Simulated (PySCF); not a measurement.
Calculation: PBE0-D3(BJ)/def2-TZVP // PBE0-D3(BJ)/def2-SVP run with PySCF. All species are isolated molecules in the gas phase. 

Reference species (SMILES): `[SiH3]c1cc2-c(c1)ccccc2` (neutral, multiplicity 1).

LUMO: -2.35 eV
HOMO: -5.84 eV

Changed species: `[SiH3]c1cccc2cccc-2c1`.

Task: Predict the effect on the LUMO and HOMO.

Result: the LUMO goes up by 0.07 eV, to -2.28 eV; the HOMO hardly moves.
